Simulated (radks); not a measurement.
Species: Ru24+. Configuration: [Ne] 3s1.5 3p6 3d2 4s0.5 (fractional occupations, a model configuration). Calculated with a radial shooting solver on a logarithmic mesh with Libxc functionals: scalar-relativistic Kohn-Sham, exchange-only PBE, spin-unpolarised, spherical densities, finite nucleus; Fermi nuclear charge, rms radius 4.4809 fm.

Normalised radial functions P(r) = r R(r), r in bohr:

| r | 2s | 3d |
|---|---|---|
| 0.001637 | 0.3389 | 0.0000 |
| 0.001845 | 0.3760 | 0.0000 |
| 0.002081 | 0.4167 | 0.0000 |
| 0.002346 | 0.4611 | 0.0000 |
| 0.002666 | 0.5128 | 0.0001 |
| 0.003006 | 0.5654 | 0.0001 |
| 0.003389 | 0.6221 | 0.0001 |
| 0.003821 | 0.6829 | 0.0002 |
| 0.004309 | 0.7475 | 0.0002 |
| 0.004858 | 0.8158 | 0.0003 |
| 0.005477 | 0.8870 | 0.0005 |
| 0.006176 | 0.9606 | 0.0006 |
| 0.006963 | 1.0353 | 0.0009 |
| 0.007851 | 1.1098 | 0.0013 |
| 0.008852 | 1.1822 | 0.0018 |
| 0.009981 | 1.2500 | 0.0024 |
| 0.01134 | 1.3140 | 0.0035 |
| 0.01279 | 1.3625 | 0.0049 |
| 0.01442 | 1.3954 | 0.0068 |
| 0.01626 | 1.4079 | 0.0094 |
| 0.01833 | 1.3946 | 0.0130 |
| 0.02067 | 1.3496 | 0.0179 |
| 0.0233 | 1.2669 | 0.0246 |
| 0.02628 | 1.1407 | 0.0337 |
| 0.02963 | 0.9661 | 0.0459 |
| 0.0334 | 0.7393 | 0.0622 |
| 0.03766 | 0.4590 | 0.0838 |
| 0.04246 | 0.1268 | 0.1122 |
| 0.04788 | -0.2515 | 0.1489 |
| 0.05441 | -0.6941 | 0.1997 |
| 0.06135 | -1.1290 | 0.2604 |
| 0.06917 | -1.5615 | 0.3360 |
| 0.07799 | -1.9663 | 0.4285 |
| 0.08794 | -2.3151 | 0.5396 |
| 0.09915 | -2.5804 | 0.6698 |
| 0.1118 | -2.7382 | 0.8184 |
| 0.126 | -2.7726 | 0.9825 |
| 0.1421 | -2.6789 | 1.1569 |
| 0.1602 | -2.4663 | 1.3333 |
| 0.1807 | -2.1578 | 1.5007 |
| 0.2037 | -1.7877 | 1.6454 |
| 0.2297 | -1.3963 | 1.7527 |
| 0.261 | -0.9992 | 1.8098 |
| 0.2943 | -0.6783 | 1.7968 |
| 0.3318 | -0.4254 | 1.7131 |
| 0.3741 | -0.2443 | 1.5613 |
| 0.4218 | -0.1272 | 1.3530 |
| 0.4756 | -0.0594 | 1.1086 |
| 0.5363 | -0.0245 | 0.8532 |
| 0.6046 | -0.0088 | 0.6122 |
| 0.6817 | -0.0027 | 0.4059 |
| 0.7686 | -0.0007 | 0.2462 |
| 0.8667 | -0.0002 | 0.1350 |
| 0.9771 | 0.0000 | 0.0661 |
| 1.111 | 0.0000 | 0.0268 |
| 1.252 | 0.0000 | 0.0099 |
| 1.412 | 0.0000 | 0.0031 |
| 1.592 | 0.0000 | 0.0008 |
| 1.795 | 0.0000 | 0.0002 |
| 2.024 | 0.0000 | 0.0000 |
| 2.282 | 0.0000 | 0.0000 |

2s: eigenvalue -4166.2 eV, 1 radial node at r = 0.0443 bohr, <r> = 0.145 bohr, 90 % of the charge inside 0.223 bohr. 3d: eigenvalue -1156.2 eV, 0 radial nodes, <r> = 0.326 bohr, 90 % of the charge inside 0.502 bohr.
